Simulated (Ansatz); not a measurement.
C2H2F, SMILES C=[C]F (connectivity only; charge and spin as stated), charge +1, multiplicity 1.

Coordinates come from a PBE-D3(BJ)/def2-TZVP optimisation. The spin state was assumed, not searched. The isomer is the one that the SMILES or the coordinates give; other isomers of the formula were not compared.

Two levels are set side by side: PBE/def2-TZVPD (Ansatz, an electronic-structure program) and CAM-B3LYP/def2-TZVPD (Ansatz). Energy differences of separate SCF runs at the same geometry; the states with an electron removed or added have multiplicity 2 and 2. Differences are taken from unrounded values.

| quantity | CAM-B3LYP |
|---|---|
| vertical ionisation energy (eV) | 19.43 |
| vertical electron affinity (eV) | 7.79 |
| vertical singlet–triplet gap (eV) | 2.81 |

### Question
What does PBE give, and how far is it from CAM-B3LYP? (An estimate is asked for; the answer gives what the named calculation found.)

### Answer

```json
[
 {"quantity": "vertical ionisation energy (eV)", "PBE": "19.27", "PBE minus CAM-B3LYP": "-0.16"},
 {"quantity": "vertical electron affinity (eV)", "PBE": "7.57", "PBE minus CAM-B3LYP": "-0.22"},
 {"quantity": "vertical singlet–triplet gap (eV)", "PBE": "2.97", "PBE minus CAM-B3LYP": "0.16"}
]
```
